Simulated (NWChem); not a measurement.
Molecule: PbH$_{2}$SO, singlet; SMILES [OH][Pb][SH]

```xyz
5

Pb    -0.2279    -0.3624     0.0000
O      1.7985    -0.9138     0.0000
H      2.4103    -0.1668     0.0000
S      0.1890     2.1713     0.0000
H     -1.1328     2.4560     0.0000
```
Atoms are numbered in this order, from 1.

Program: NWChem. Medium grid unless said otherwise, to which SCAN and Minnesota functionals are sensitive. Low-valent species are run as closed-shell singlets; no triplet was tried in these runs. The geometry was optimised at PBE0/def2-SVP. def2 effective core potentials on Pb; no spin-orbit coupling. B3LYP is NWChem's, with the RPA form of VWN correlation. Total energies of different functionals are on different scales.

```json
[
 {"level": "B3LYP/def2-SVP", "energy (Ha)": "-667.4383", "highest occupied level (eV)": "-6.72", "orbital gap (eV)": "4.33", "dipole (D)": "2.54"},
 {"level": "PBE/def2-SVP", "energy (Ha)": "-667.1357", "highest occupied level (eV)": "(withheld)", "orbital gap (eV)": "3.02", "dipole (D)": "2.28"},
 {"level": "PW91/def2-SVP", "energy (Ha)": "-667.4321", "highest occupied level (eV)": "-5.84", "orbital gap (eV)": "3.01", "dipole (D)": "2.27"},
 {"level": "LDA (Slater exchange, VWN5)/def2-SVP", "energy (Ha)": "-665.1859", "highest occupied level (eV)": "-5.94", "orbital gap (eV)": "2.96", "dipole (D)": "2.15"},
 {"level": "MN15-L/def2-SVP", "energy (Ha)": "-666.6072", "highest occupied level (eV)": "-6.24", "orbital gap (eV)": "3.51", "dipole (D)": "2.81"},
 {"level": "HCTH/407/def2-SVP", "energy (Ha)": "-667.9548", "highest occupied level (eV)": "-5.90", "orbital gap (eV)": "3.03", "dipole (D)": "2.50"},
 {"level": "RPBE/def2-SVP", "energy (Ha)": "-667.4071", "highest occupied level (eV)": "-5.74", "orbital gap (eV)": "3.05", "dipole (D)": "2.33"},
 {"level": "LC-wPBE (HJS exchange hole, range parameter 0.4 per bohr)/def2-SVP", "energy (Ha)": "-667.1933", "highest occupied level (eV)": "-9.67", "orbital gap (eV)": "9.40", "dipole (D)": "3.05"}
]
```

Problem. Fill in the missing entries.

Solution. 
- PBE/def2-SVP, highest occupied level (eV): -5.79
